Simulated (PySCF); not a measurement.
Species: C6H11NSi.
SMILES with atom numbers: `[CH:1]#[C:2][C@@H:3]1[CH2:4][CH2:5][N:6]([SiH3:7])[CH2:8]1`

NICS = −σ at a ghost point: NICS(0) at the centroid of the ring atoms, NICS(1) 1 Å to either side along the normal of their mean plane, zz for the tensor component along that normal. Level: GIAO PBE0/pcSseg-1 (PySCF, non-relativistic, gas phase) on the GFN2-xTB geometry, one conformer.

Ring bond lengths (Å), with Mayer bond orders in brackets: C3–C4 1.545 (1.02), C4–C5 1.529 (1.03), C5–N6 1.441 (0.94), N6–C8 1.442 (0.94), C8–C3 1.550 (0.98).

**Question.** Give the NICS values of each ring in ppm.

**Answer.** 
| ring | type | NICS(0) | NICS(1), two faces | NICS(1)zz, two faces | rms pucker (Å) | centre to ring atoms, mean (Å) |
| --- | --- | --- | --- | --- | --- | --- |
| C3–C4–C5–N6–C8 | 5-membered ring with N; formal bonds all single | -7.3 | -4.8 / -3.5 | -6.4 / -4.2 | 0.17 | 1.26 |

**Question.** What do they say, and how far can they be read as aromaticity?

**Answer.** 
- C3–C4–C5–N6–C8: mean NICS(1)zz -5.3 ppm, shielded. C3, C4, C5, C8 have four or more neighbours, and the NICS criterion for π rings isn't applied.

**Question.** List the ring angles and the Hirshfeld charges of the ring atoms.

**Answer.** 
- C3–C4–C5–N6–C8: C3 104.2° (-0.009 e), C4 103.5° (-0.066 e), C5 103.3° (-0.025 e), N6 106.4° (-0.177 e), C8 105.4° (-0.020 e); sum 522.8° against 540° for a flat convex ring.

**Question.** How shielded are the nuclei of the rings and their hydrogens (means over atoms taken as equivalent)?

**Answer.** 
```json
{"atoms": "C3", "environment": "propargylic carbon", "σ isotropic (ppm)": "156.7", "principal values of the symmetric part, first atom (ppm)": "130.3, 165.5, 174.1"}
{"atoms": "C4", "environment": "ring CH2 carbon", "σ isotropic (ppm)": "146.7", "principal values of the symmetric part, first atom (ppm)": "116.9, 159.4, 163.7"}
{"atoms": "C5", "environment": "sp3 carbon bound to nitrogen", "σ isotropic (ppm)": "133.9", "principal values of the symmetric part, first atom (ppm)": "102.5, 128.5, 170.6"}
{"atoms": "N6", "environment": "silicon-bound nitrogen", "σ isotropic (ppm)": "226.8", "principal values of the symmetric part, first atom (ppm)": "172.7, 250.1, 257.5"}
{"atoms": "C8", "environment": "sp3 carbon bound to nitrogen", "σ isotropic (ppm)": "126.3", "principal values of the symmetric part, first atom (ppm)": "93.6, 125.5, 159.8"}
{"atoms": "H on C3", "environment": "methine hydrogen", "σ isotropic (ppm)": "28.73", "principal values of the symmetric part, first atom (ppm)": "24.5, 26.4, 35.3"}
{"atoms": "H on C4", "environment": "methylene hydrogen", "σ isotropic (ppm)": "29.85", "principal values of the symmetric part, first atom (ppm)": "25.3, 28.4, 35.9"}
{"atoms": "H on C4", "environment": "methylene hydrogen", "σ isotropic (ppm)": "29.63", "principal values of the symmetric part, first atom (ppm)": "24.7, 27.6, 36.6"}
{"atoms": "H on C5", "environment": "methylene hydrogen", "σ isotropic (ppm)": "28.57", "principal values of the symmetric part, first atom (ppm)": "23.5, 27.5, 34.8"}
{"atoms": "H on C5", "environment": "methylene hydrogen", "σ isotropic (ppm)": "28.70", "principal values of the symmetric part, first atom (ppm)": "23.5, 27.6, 35.0"}
{"atoms": "H on C8", "environment": "methylene hydrogen", "σ isotropic (ppm)": "28.10", "principal values of the symmetric part, first atom (ppm)": "23.2, 27.9, 33.1"}
{"atoms": "H on C8", "environment": "methylene hydrogen", "σ isotropic (ppm)": "28.73", "principal values of the symmetric part, first atom (ppm)": "22.8, 29.1, 34.2"}
```

Hardware: one thread, Arm Neoverse V1 (aarch64), shared host with 32 logical CPUs at a one-minute load of 24. Cost: 60 s, 0.88 GiB resident at most. This is the whole shielding run at PBE0/pcSseg-1, SCF included.
